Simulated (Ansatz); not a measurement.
Wavefunction ladder for C$_{3}$H$_{8}$AlBO (`C=C([BH][AlH2])OC`)

```xyz
14

C    -0.5986    1.4520   -0.9501
C    -0.5459    0.3229   -0.2083
B     0.8346   -0.3501   -0.1873
Al    2.5777    0.8324    0.0204
O    -1.7211   -0.2222    0.1778
C    -1.6681   -1.4854    0.8024
H    -1.5373    1.8155   -1.3585
H     0.3047    1.9951   -1.1912
H     0.8670   -1.5469   -0.2901
H     2.9605    1.9879   -1.0118
H     3.5387    0.6389    1.2785
H    -2.6559   -1.6597    1.2273
H    -0.9212   -1.5015    1.6038
H    -1.4352   -2.2789    0.0872
```

Total charge 0; spin multiplicity 1. All single points use the PBE0-D4/def2-TZVP geometry. It is one conformer, not always the lowest. Frozen core, restricted reference, the Gaussian-basis code of Ansatz. CBS rows extrapolate triple and quadruple zeta; past MP2 they add the triple-zeta difference.

```csv
basis,HF (Eh),MP2 corr.
def2-TZVPP,-459.73199,-0.90766
def2-QZVPP,-459.74906,-0.96991
```

(1) Estimate the CCSD correlation energy and the (T) correction in each basis where they were run (hartree).

Answers

(1) 
| basis | CCSD corr. | (T) |
| --- | --- | --- |
| def2-TZVPP | -0.96357 | -0.04101 |
| CBS(def2) | -1.07192 | as TZ |
